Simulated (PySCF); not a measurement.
Ligand exchange on a metal centre used in film growth or etching (Zn F-Br). All species are isolated molecules in the gas phase.

These are B3LYP-D3(BJ)/def2-TZVP // TPSS-D3(BJ)/def2-SVP run with PySCF values and carry that method's errors. B3LYP has the VWN-RPA correlation part, as in Gaussian. 

```json
[
 {"species": "0 of 2 F replaced by Br ([Zn(F)2])", "coordination number": "[?]", "HOMO–LUMO gap (eV)": "7.88", "HOMO (eV)": "[?]"},
 {"species": "1 of 2 F replaced by Br ([Zn(F)(Br)])", "coordination number": "2", "HOMO–LUMO gap (eV)": "6.33", "HOMO (eV)": "-8.61"},
 {"species": "2 of 2 F replaced by Br", "coordination number": "2", "HOMO–LUMO gap (eV)": "6.13", "HOMO (eV)": "-8.30"}
]
```

Problem. Some entries are withheld; supply them.

Solution. 
- 0 of 2 F replaced by Br ([Zn(F)2]), coordination number: 2
- 0 of 2 F replaced by Br ([Zn(F)2]), HOMO (eV): -10.29
